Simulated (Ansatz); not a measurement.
C2H6Cl2Sn, charge -1, doublet, at a GFN2-xTB geometry (such geometries of metal compounds can be far from the true shape) (a state made from the parent by changing its charge; the spin is typed, not shown lowest) (core potentials on Sn) (a gas-phase anion, which may not be bound at this level). Base run: SVWN5/def2-SV(P) (Ansatz, a first-principles code).

Input for Ansatz:
Ansatz 0.2 input:
```yaml
crystal:
  periodic: [false, false, false]
  atoms:
    - {symbol: C, position_ang: [1.76372903, -1.73662568, 0.07130148]}
    - {symbol: Sn, position_ang: [-0.01628524, -0.13562850, -0.03006054]}
    - {symbol: C, position_ang: [-1.93690710, -1.43671469, -0.67180903]}
    - {symbol: Cl, position_ang: [0.54789437, 1.48232711, -1.99334049]}
    - {symbol: Cl, position_ang: [-0.40507770, 0.67347787, 2.41398282]}
    - {symbol: H, position_ang: [1.46816842, -2.53232204, 0.74641837]}
    - {symbol: H, position_ang: [2.67201876, -1.26524498, 0.43134678]}
    - {symbol: H, position_ang: [1.92379636, -2.13256648, -0.92556909]}
    - {symbol: H, position_ang: [-2.68511086, -0.79754733, -1.12797528]}
    - {symbol: H, position_ang: [-2.34499204, -1.91167356, 0.21305304]}
    - {symbol: H, position_ang: [-1.60843387, -2.18786323, -1.38212146]}
basis:
  gaussian:
    orbitals: def2-SV_P_.json
hamiltonian:
  xc: {name: SVWN5}
total_charge: -1
magnetization: {spin_polarized: true, initial_magnetization: 1}
```
The basis file holds def2-SV(P) in the JSON format of the Basis Set Exchange.

The base run was repeated with changes; each row names its change, and settings that it needs were set with it.

```json
[
 {"change": "base", "basis functions": "102", "E (Eh)": "-1210.18637"},
 {"change": "basis = STO-3G", "basis functions": "61", "E (Eh)": "-6945.02367"},
 {"change": "basis = 3-21G", "basis functions": "[?]", "E (Eh)": "[?]"},
 {"change": "basis = def2-SVP", "basis functions": "[?]", "E (Eh)": "[?]"},
 {"change": "basis = def2-SVPD", "basis functions": "174", "E (Eh)": "-1210.25107"},
 {"change": "basis = def2-TZVP", "basis functions": "222", "E (Eh)": "-1210.64395"},
 {"change": "basis = def2-TZVPD", "basis functions": "276", "E (Eh)": "-1210.65025"},
 {"change": "basis = def2-TZVPP", "basis functions": "280", "E (Eh)": "-1210.64651"}
]
```

Problem. Fill in the missing entries.

Solution. 
- basis = 3-21G, basis functions: 89
- basis = 3-21G, E (Eh): -6985.58758
- basis = def2-SVP, basis functions: 120
- basis = def2-SVP, E (Eh): -1210.20165

Totals compare only among sets that treat the same electrons; sets with core potentials leave the core out.

A gas-phase anion may not be bound at this level; its values then depend on the basis.
